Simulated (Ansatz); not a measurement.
C$_{2}$H$_{5}$O (SMILES C[CH]O), doublet, geometry from GFN2-xTB; Ansatz (an electronic-structure program) with CASSCF(7,5)/cc-pVDZ.

Here is a job for Ansatz.
Ansatz 0.2 input:
```yaml
crystal:
  periodic: [false, false, false]
  atoms:
    - {symbol: C, position_ang: [1.19309028, -0.36928823, -0.01550432]}
    - {symbol: C, position_ang: [-0.00932706, 0.48045677, -0.15550838]}
    - {symbol: O, position_ang: [-1.20582994, -0.08620026, 0.22487613]}
    - {symbol: H, position_ang: [-1.93007401, 0.51802160, 0.03896304]}
    - {symbol: H, position_ang: [-0.03898534, 1.28106100, -0.87783908]}
    - {symbol: H, position_ang: [2.07699739, 0.24879310, 0.13478836]}
    - {symbol: H, position_ang: [1.06534748, -1.03511733, 0.83459159]}
    - {symbol: H, position_ang: [1.37077470, -0.99016743, -0.90343665]}
basis:
  gaussian:
    orbitals: cc-pVDZ
hamiltonian:
  xc: hf
correlation: {active_space: {window: {electrons: 7, orbitals: 5}}}
magnetization: {spin_polarized: false, initial_magnetization: 1}
```

Output, abridged:

```
Functional definition: HF
605 factors; integrals over basis functions are off by at most 1.1e-3 eV
mean field evaluation 1: about -4173.6925 eV, gradient 2.8e1 eV
mean field evaluation 2: about -4173.8092 eV, gradient 2.8e1 eV
mean field evaluation 4: about -4175.9014 eV, gradient 3.9e0 eV
mean field evaluation 8: about -4175.9484 eV, gradient 2.7e-1 eV
mean field -4175.94894637 eV, -153.4632932192 hartree, gradient 9.5e-6 eV, S^2 0.750000; 0 other end points of the search recorded, 0 dependent functions left out
reference -4175.94894637 eV, -153.4632932192 hartree; 13, 12 occupied and 54, 55 virtual orbitals, 605 factors
state -4176.71325913 eV, -153.4913811953 hartree
Total energy: -4176.71325913 eV, -153.4913811953 hartree
```
